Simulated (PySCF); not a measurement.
**Two-component Hartree-Fock for Si¹⁰⁺ (silicon, charge +10)**

Start: [He] 2s2. Calculated with PySCF 2.14 in an uncontracted even-tempered set (17 s from 1.4 bohr⁻², ratio 2.4; 10 p from 1.9 bohr⁻², ratio 2.4; 5 d from 6.4 bohr⁻², ratio 2.6; 5 f from 9.6 bohr⁻², ratio 2.6): generalised Hartree-Fock with the X2C-1e Hamiltonian and a Gaussian nucleus; one run each with spin-orbit coupling (SO) switched off, then screened by Boettger's factors.

| spinor shell | electrons | ε, spin-free (eV) | ε, screened SO (eV) | weight of nominal j (screened SO) | rms radius, screened SO (bohr) |
| --- | --- | --- | --- | --- | --- |
| 1s1/2 | 2 | -2302.9 | -2302.9 | 1.000 | 0.127 |
| 2s1/2 | 2 | -471.93 | -471.93 | 1.000 | 0.519 |

| quantity | spin-free | screened SO |
| --- | --- | --- |
| E (hartree) | -224.39016 | -224.39016 |
| M_J | 0 | 0 |
| ⟨J²⟩ | 0.000 | 0.000 |
| ⟨L²⟩ | 0.000 | 0.000 |
| ⟨S²⟩ | 0.000 | 0.000 |

Without spin-orbit coupling the j labels of p, d and f shells carry no meaning; the spin-free column gives the mean over the occupied spinors of each nl shell.
